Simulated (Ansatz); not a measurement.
C₂H₁₀NNbO₄, SMILES `C[N](C)[Nb]([OH])([OH])([OH])[OH]`. The species carries charge 0 and has multiplicity 1. Nb takes the def2 core potential. All single points use the PBE0-D4/def2-TZVP geometry. It is one conformer, not always the lowest.

```xyz
18

C    -1.336   -1.290    0.739
N    -0.134   -0.841    0.076
C     0.522   -1.884   -0.678
Nb    0.464    1.017    0.175
O     0.501    1.684    1.961
O     0.837    1.902   -1.533
O    -1.307    1.810    0.013
O     2.317    0.608    0.019
H    -2.062   -1.679    0.012
H    -1.813   -0.472    1.280
H    -1.111   -2.092    1.453
H     1.456   -1.520   -1.104
H    -0.119   -2.245   -1.493
H     0.754   -2.739   -0.029
H    -0.198    2.249    2.297
H     0.175    2.515   -1.857
H    -1.888    2.020   -0.715
H     2.942    0.958   -0.616
```

(1) What is the dipole moment at ωB97M-V/def2-TZVPP? (An estimate is asked.)

(2) And with PBE, r2SCAN, B3LYP? (Best estimate.)

(3) Give the Mulliken charges with ωB97M-V, B3LYP, r2SCAN in def2-TZVPP. (Estimate.)

Results:

(1) Ansatz gave: 2.57 D, with components (-2.23, -0.13, -1.27) D in this frame, pointing from negative to positive charge.

(2) The calculation gave: PBE 2.47 D, r2SCAN 2.54 D, B3LYP 2.58 D.

(3) Ansatz gave: 
```csv
atom,ωB97M-V,B3LYP,r2SCAN
C1,-0.20,-0.15,-0.02
N2,-0.37,-0.38,-0.37
C3,-0.20,-0.14,-0.02
Nb4,1.33,1.42,1.39
O5,-0.49,-0.52,-0.53
O6,-0.50,-0.53,-0.54
O7,-0.49,-0.52,-0.53
O8,-0.47,-0.49,-0.50
H9,0.11,0.08,0.05
H10,0.11,0.10,0.06
H11,0.12,0.09,0.05
H12,0.11,0.10,0.06
H13,0.11,0.09,0.05
H14,0.11,0.08,0.05
H15,0.19,0.20,0.22
H16,0.16,0.17,0.19
H17,0.16,0.17,0.19
H18,0.20,0.21,0.22
```

B3LYP here is the variant with VWN-RPA as its local correlation; programs differ in this.
